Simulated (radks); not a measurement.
Problem. The zirconium ion Zr20+, configuration [Ar] 3d2 (the NIST ground configuration). Calculated with a radial shooting solver on a logarithmic mesh with Libxc functionals: Dirac Kohn-Sham, LDA (Slater exchange, Perdew-Wang correlation), spin-unpolarised, spherical densities, point nucleus; open shells are shared between the two j in proportion to 2j + 1. Some entries of the table are withheld. Estimate them.

orbital  occ.  eigenvalue (eV)  <r> (bohr)  r(max) (bohr)
1s1/2       2        -18550.57     0.03711        0.02417
2s1/2       2        -3218.567      0.1616         0.1370
2p1/2       2        -3015.580      0.1379            (1)
2p3/2       4        -2929.189      0.1422            (2)
3s1/2       2        -1041.432      0.4199         0.3884
3p1/2       2              (3)      0.4074         0.3721
3p3/2       4              (4)      0.4150         0.3796
3d3/2     0.8              (5)      0.3740         0.3086
3d5/2     1.2              (6)      0.3762         0.3106
4s1/2       0        -495.6119      0.8404         0.8291
4p1/2       0        -466.8151      0.8455         0.8333
4p3/2       0        -461.0367      0.8562         0.8449

Solution. 
(1) 2p1/2 r(max) (bohr): 0.1068
(2) 2p3/2 r(max) (bohr): 0.1104
(3) 3p1/2 eigenvalue (eV): -968.3321
(4) 3p3/2 eigenvalue (eV): -950.6559
(5) 3d3/2 eigenvalue (eV): -832.0778
(6) 3d5/2 eigenvalue (eV): -828.3715
